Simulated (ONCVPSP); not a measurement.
# krypton (Kr): excitation energies, all-electron against ONCV

Kr, optimised norm-conserving Vanderbilt (ONCV), made with ONCVPSP 4.0.1 (BLYP, scalar-relativistic). Core [Ne], reference 3s2 3p6 3d10 4s2 4p6. Waves: 3s+4s: rc 0.90 bohr, ncon 4, nbas 9, qcut 11 1/bohr, 2 projectors; 3p+4p: rc 0.90 bohr, ncon 4, nbas 7, qcut 15.4 1/bohr, 2 projectors; 3d: rc 0.90 bohr, ncon 3, nbas 7, qcut 18.2 1/bohr, local. Local part: the d channel. Core correction: Teter function, fcfact 5.5, rcfact 1.5.

Energies are relative to the spin-unpolarised reference configuration 3s2 3p6 3d10 4s2 4p6; without spin polarisation the order of configurations can differ from experiment.

```
valence configuration  charge  ΔE all-electron (eV)  error AE − PS (meV)
 3s2 3p6 3d10 4s2 4p3      +3                76.069                 -8.9
 3s1 3p6 3d10 4s2 4p6      +1               276.373                 -933
```

Q: What are ΔE and the potential's error for 3s2 3p6 3d10 4s2 4p5?

A: ΔE = 14.126 eV all-electron; the error (AE − PS) is -1.1 meV.

Q: What are ΔE and the potential's error for 3s2 3p6 3d10 4s2 4p4?

A: ΔE = 39.138 eV all-electron; the error (AE − PS) is -3.8 meV.

Levels in the configuration 3s1 3p6 3d10 4s2 4p6:

```json
{"level": "3s", "all-electron (eV)": "-289.741", "pseudo (eV)": "-291.458"}
{"level": "3p", "all-electron (eV)": "-220.891", "pseudo (eV)": "-221.887"}
{"level": "3d", "all-electron (eV)": "-106.951", "pseudo (eV)": "-107.448"}
{"level": "4s", "all-electron (eV)": "-36.584", "pseudo (eV)": "-36.667"}
{"level": "4p", "all-electron (eV)": "-21.229", "pseudo (eV)": "-21.250"}
```

Note: ghosts flagged at negative energy: s at -607.0 eV; no localised positive-energy state flagged. A true bound ghost makes a file unfit for plane-wave use.
